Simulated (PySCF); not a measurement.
# Electric field gradients and quadrupole coupling constants

Compound: PhSCF3, C7H5F3S.
Structure used (PBE0-D3(BJ)/def2-SVP), in Å, numbered top down from 1:
```xyz
16
C7H5F3S angstrom
F      2.4766    1.4600    0.4176
C      2.7989    0.2505   -0.0324
F      2.5937    0.2556   -1.3464
F      4.0931    0.0515    0.1884
S      1.8838   -1.0715    0.8103
C      0.2372   -0.5494    0.3811
C     -0.4397    0.3578    1.2011
C     -1.7299    0.7592    0.8632
C     -2.3435    0.2513   -0.2817
C     -1.6683   -0.6599   -1.0934
C     -0.3765   -1.0642   -0.7640
H      0.0527    0.7462    2.0947
H     -2.2598    1.4718    1.4994
H     -3.3559    0.5679   -0.5433
H     -2.1485   -1.0573   -1.9905
H      0.1677   -1.7715   -1.3928
```

Field gradients from the PBE0/pcSseg-1 density (PySCF, non-relativistic), principal values in atomic units, ordered |Vxx| ≤ |Vyy| ≤ |Vzz|:

| atom | Vxx | Vyy | Vzz |
| --- | --- | --- | --- |
| S5 | 0.6302 | 2.5570 | -3.1871 |

Question: Find the asymmetry η = (Vxx − Vyy)/Vzz and the couplings χ = eQV/h (234.96 MHz × Q in barn × V in au), with Q(33S) = −0.0678 b.

Answer: 
| atom | environment | nucleus | η | χzz (MHz) | χxx (MHz) | χyy (MHz) |
| --- | --- | --- | --- | --- | --- | --- |
| S5 | sulfide sulfur | 33S | 0.60 | 50.77 | -10.04 | -40.73 |

The tensor is traceless: Vxx + Vyy + Vzz = 0.

Question: What is Vzz at S5 in SI units (1 au = 9.71736 × 10²¹ V/m²)?

Answer: -3.1871 au = -30.970 × 10²¹ V/m².

Question: And the gradient at the other heavy atoms, for which no coupling is worked out here?

Answer: 
| atom | environment | Vzz (au) | η |
| --- | --- | --- | --- |
| F1 | fluorine of a CF3 group | 2.924 | 0.04 |
| C2 | CF3 carbon | -0.290 | 0.05 |
| F3 | fluorine of a CF3 group | 2.927 | 0.04 |
| F4 | fluorine of a CF3 group | 2.929 | 0.00 |
| C6 | substituted aromatic carbon | -0.287 | 0.19 |
| C7 | aromatic CH carbon | 0.338 | 0.15 |
| C8 | aromatic CH carbon | 0.317 | 0.13 |
| C9 | aromatic CH carbon | 0.346 | 0.14 |
| C10 | aromatic CH carbon | 0.317 | 0.13 |
| C11 | aromatic CH carbon | 0.337 | 0.15 |

Question: What couplings would deuterons (Q(2H) = 0.00286 b) have in place of the hydrogens, at this geometry?

Answer: 
| atom | bonded to | bond length (Å) | Vzz (au) | η | χzz (kHz) |
| --- | --- | --- | --- | --- | --- |
| H12 | C7 | 1.092 | 0.3010 | 0.06 | 202 |
| H13 | C8 | 1.092 | 0.3031 | 0.07 | 204 |
| H14 | C9 | 1.093 | 0.3027 | 0.06 | 203 |
| H15 | C10 | 1.092 | 0.3032 | 0.07 | 204 |
| H16 | C11 | 1.092 | 0.3010 | 0.06 | 202 |

The structure is a single PBE0-D3(BJ)/def2-SVP conformer in the gas phase; no vibrational or solvent corrections. With a basis this small, the couplings can be 20 % off.

The run behind these numbers computed NMR shieldings as well. Hardware: an Intel Xeon 6975P-C with 2 threads, shared host with 192 logical CPUs at a one-minute load of 14. Cost: 22 s wall, 55 s CPU (with the writing of density and orbital grids), 1.9 GiB resident at most.
